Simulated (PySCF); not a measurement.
# Relaxation of singlet TeH₄

Level of theory: PBE0/[Te x2c-TZVPall, H x2c-TZVPall], spin-free X2C, density fitting, no spin–orbit coupling, PySCF. A (50,194) grid was used.

A hand-made see-saw start, of C2v symmetry, held to at least that symmetry:

Coordinates in bohr (charge 0 multiplicity 1):
```
Te    0.0000    0.0000   -0.0336
H     0.0000    3.1626    0.2431
H     0.0000   -3.1626    0.2431
H     2.5018    0.0000    1.9210
H    -2.5018    0.0000    1.9210
```

Optimiser trace:
```tsv
step	E − E(last) (kJ/mol)	largest gradient (Eh/bohr)
0	51.37	0.03828
1	11.90	0.01055
2	5.73	0.00220
3	4.64	0.00269
4	3.68	0.00435
5	2.25	0.00510
6	0.78	0.00371
7	0.11	0.00240
8	0.00	0.00128
9	-0.01	0.00059
10	0.00	0.00018
```

It ends at C4v with Te–H 1.731 Å (×4); H–Te–H 82.4° (×4), H–Te–H 137.5° (×2) (after a last refinement on a finer grid). A frequency run shows a minimum.

Final geometry:
```xyz
5
charge 0 multiplicity 1, angstrom
Te    0.0000    0.0000   -0.0189
H     0.0000    1.6132    0.6090
H     0.0000   -1.6132    0.6090
H     1.6132    0.0000    0.6090
H    -1.6132    0.0000    0.6090
```
